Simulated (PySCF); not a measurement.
Si(Cl)(F)2(NHMe) (CH4ClF2NSi), SMILES CN[Si](F)(F)Cl. Coordinates come from a ωB97X-D3(BJ)/def2-SVP optimisation. This is a generated structure with no PubChem entry under its InChIKey; it may be hypothetical. The values are those of a single conformer.

Q: Give the equilibrium geometry at ωB97X-D3(BJ)/def2-SVP (PySCF confirms it by a frequency run) as bond lengths and angles. (The exact figures need the calculation; the answer reports its results.)

A: This is not unique; one that fits is 
Atoms: C1 N2 Si3 F4 F5 Cl6 H7 H8 H9 H10. Bond lengths (Å): C1–N2 1.455, C1–H7 1.102, C1–H8 1.100, C1–H9 1.104, N2–Si3 1.685, N2–H10 1.015, Si3–F4 1.609, Si3–F5 1.612, Si3–Cl6 2.036. Bond angles (°): N2–C1–H7 111.1, N2–C1–H8 109.5, N2–C1–H9 112.5, H7–C1–H8 107.2, H7–C1–H9 108.4, H8–C1–H9 107.9, C1–N2–Si3 126.9, C1–N2–H10 115.3, Si3–N2–H10 117.6, N2–Si3–F4 108.6, N2–Si3–F5 115.5, N2–Si3–Cl6 110.9, F4–Si3–F5 105.1, F4–Si3–Cl6 110.7, F5–Si3–Cl6 105.8.
